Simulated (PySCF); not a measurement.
## Correlation energy of W⁺ (tungsten, charge +1)

[Xe] 4f14 5d3 6s2, high-spin 4F determinant (an excited configuration). Computed with PySCF 2.14 in x2c-TZVPPall, with the spin-free X2C one-electron Hamiltonian (Gaussian nucleus). Frozen: [Xe] 4f14; 5 electrons correlated.

| level | correlation energy (mhartree) |
| --- | --- |
| CCSD | -83.38 |
| (T) | -6.04 |
| CCSD(T) | -89.42 |

Diagnostics: T1 = 0.015, D1 = 0.0421, largest double amplitude 0.125.

Spin-orbit coupling, absent here, splits the open shell strongly.

Cost of the coupled-cluster step: of the order of 17 core-seconds, for 5 correlated electrons.
